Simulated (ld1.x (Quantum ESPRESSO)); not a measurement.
Varying the TM potential for Tc (Z = 43)

Base potential:

| Quantity | Value |
| --- | --- |
| Element | technetium (Tc) |
| Generator | ld1.x (Quantum ESPRESSO) 7.5 |
| Type | norm-conserving Troullier–Martins (Kleinman–Bylander form) |
| Functional | PBE |
| Relativity | scalar-relativistic |
| Frozen core | [Kr] |
| Valence charge | 7 |
| Reference configuration | 4d5 5s1.75 5p0 (charge +0.25) |
| Partial waves | 5s (bound): rc 2.30 bohr; 5p (bound, empty): rc 3.20 bohr; 4d (bound): rc 2.15 bohr |
| Local potential | all-electron potential smoothed inside 2.55 bohr (lloc = -1) |
| Core correction | Bessel-smoothed model core, default radius (core density twice the valence density) |

All-electron outer shells of the reference configuration (PBE, scalar-relativistic, ld1.x):

| shell | level (eV) | outermost node (bohr) | outermost maximum (bohr) |
| --- | --- | --- | --- |
| 4s | -75.15 | 0.50 | 0.95 |
| 4p | -47.12 | 0.51 | 1.03 |
| 4d | -8.41 | 0.50 | 1.27 |
| 5s | -6.56 | 1.28 | 2.72 |
| 5p | -2.67 | 1.45 | 3.54 |

Cutoffs, loose and tight: the cutoffs (Ry, on a coarse ladder) from which the occupation-weighted sum of valence levels, in a spherical-Bessel basis at the reference potential, stays within 10 and 1 mRy of its value at 400 Ry. They do not see the model core or the augmentation charge, which bear on the density cutoff. Test errors are all-electron minus pseudo excitation energies from the reference, over the configurations 4d5 5s2 5p0; 4d5 5s1 5p0; 4d5 5s0 5p0; 4d6 5s0 5p0; 4d4 5s2 5p1; 4d5 5s0 5p2; 4d3 5s0 5p0. A dash means not determined; rows that change the core or the reference have their own tests.

A true bound ghost makes a file unfit for plane-wave use even where its test errors are small: the radial tests pick states by their node count and pass the ghost by.

| change | outcome | cutoff, loose | cutoff, tight | bound ghosts | largest test error (meV) |
| --- | --- | --- | --- | --- | --- |
| base | generated | 40 Ry | 45 Ry | none | -742 |
| all radii but the core radius scaled by about 0.88 (s 2.02, p 2.80, d 1.88 bohr); local potential all-electron potential smoothed inside 2.24 bohr (lloc = -1) | generated | 45 Ry | 55 Ry | s | -806 |
| all radii but the core radius scaled by about 1.08 (s 2.48, p 3.44, d 2.32 bohr); local potential all-electron potential smoothed inside 2.74 bohr (lloc = -1) | generated | 35 Ry | 40 Ry | none | -724 |
| all radii but the core radius scaled by about 1.17 (s 2.70, p 3.74, d 2.52 bohr); local potential all-electron potential smoothed inside 2.98 bohr (lloc = -1) | generated | 35 Ry | 40 Ry | none | -710 |
| all radii but the core radius scaled by about 1.30 (s 2.98, p 4.16, d 2.80 bohr); local potential all-electron potential smoothed inside 3.32 bohr (lloc = -1) | generated | 30 Ry | 35 Ry | none | -642 |
| all radii but the core radius scaled by about 1.35 (s 3.10, p 4.30, d 2.90 bohr); local potential all-electron potential smoothed inside 3.44 bohr (lloc = -1) | generated | 30 Ry | 35 Ry | none | -668 |

What comes out with this change to the base: all radii but the core radius scaled by about 0.79 (s 1.80, p 2.52, d 1.70 bohr); local potential all-electron potential smoothed inside 2.00 bohr (lloc = -1)?

outcome: generated; cutoff, loose: 50 Ry; cutoff, tight: 100 Ry; bound ghosts: s; largest test error (meV): -911.

Reading the sweep of the scale of all radii but the core radius (base = 1) (base included, trends over the rows without a ghost): The loose cutoff falls from 40 Ry at 1 to 30 Ry at 1.35. A larger radius leaves more room for a smooth pseudo-wave, so fewer plane waves are needed; a smaller one forces it to follow the all-electron wave where it bends sharply. The median size of the test errors (rows with all tests solved) rises from 35.0 meV at 1 to 49.3 meV at 1.35. More of the atom is replaced by a form fitted at one configuration, so other configurations suffer as the radius grows. Bound ghosts are found at 0.79, 0.88.
